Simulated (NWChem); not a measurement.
CaO; SMILES [O]=[Ca]

```xyz
2

Ca     0.0000     0.0000    -0.5161
O      0.0000     0.0000     1.3070
```
Atoms are numbered in this order, from 1.

Computed with NWChem. Geometry: optimised at PBE-D3(BJ)/def2-SVP. GIAO values for the isolated, static molecule; σ is the absolute isotropic shielding.

Task: Taking PBE0/pcSseg-3 as the yardstick, which of these has the fewest basis functions while keeping “σ Ca1 (ppm)” within 2 ppm of it: PBE0/pcSseg-1; PBE0/pcSseg-0; PBE0/pcSseg-2?

Result: none of them.
```json
[
 {"level": "PBE0/pcSseg-0", "basis functions": "31", "σ Ca1 (ppm)": "1526.0", "relative time (rough)": "1"},
 {"level": "PBE0/pcSseg-1", "basis functions": "55", "σ Ca1 (ppm)": "1249.0", "relative time (rough)": "2"},
 {"level": "PBE0/pcSseg-2", "basis functions": "86", "σ Ca1 (ppm)": "1223.9", "relative time (rough)": "8"},
 {"level": "PBE0/pcSseg-3", "basis functions": "141", "σ Ca1 (ppm)": "1216.5", "relative time (rough)": "40"}
]
```

The yardstick is one finite set, not the basis-set limit.
